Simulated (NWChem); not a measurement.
C₄H₇N; SMILES C(=C=C)CN

```xyz
12

C     -0.4992    -2.1690     0.0000
C      0.2721    -1.0998     0.0000
C      1.0143    -0.0089     0.0000
C      0.4457     1.4056     0.0000
N     -0.9995     1.5471     0.0000
H     -0.8306    -2.6431    -0.9408
H     -0.8306    -2.6431     0.9408
H      2.1171    -0.1086     0.0000
H      0.8618     1.9454     0.8815
H      0.8618     1.9454    -0.8815
H     -1.3850     1.0479     0.8136
H     -1.3850     1.0479    -0.8136
```
Atoms are numbered in this order, from 1.

Level: PBE-D3(BJ)/def2-SVP (NWChem), optimised geometry, unscaled harmonic frequencies. 

Problem. List the harmonic frequencies with IR intensities, and the thermochemistry.

Solution. 
```
frequency (cm⁻¹)  IR intensity (km/mol)
----------------  ---------------------
124                                 1.6
141                                 0.2
293                                33.6
328                                22.0
358                                15.7
504                                 9.0
656                                 4.1
820                                35.3
836                                 7.4
840                                46.7
883                                 9.7
893                               179.6
960                                 0.1
1059                                0.5
1134                                0.0
1139                                5.6
1268                               11.0
1311                               18.4
1334                                0.9
1393                                6.7
1418                                2.6
1596                               11.8
2017                               36.2
2944                               38.4
2983                               17.2
3047                                4.4
3054                                7.1
3129                                0.9
3398                                0.3
3470                                0.4
```

```json
{
  "zero_point_energy": "61.9 kcal/mol",
  "thermal correction to the enthalpy at 298.15 K (with zero-point energy)": "66.4 kcal/mol",
  "heat capacity Cv": "21.6 cal/(mol K)",
  "entropy at 298.15 K and 1 atm (symmetry number 1)": "76.3 cal/(mol K)",
  "dipole_moment": "0.87 D"
}
```

Rigid rotor and harmonic oscillator.
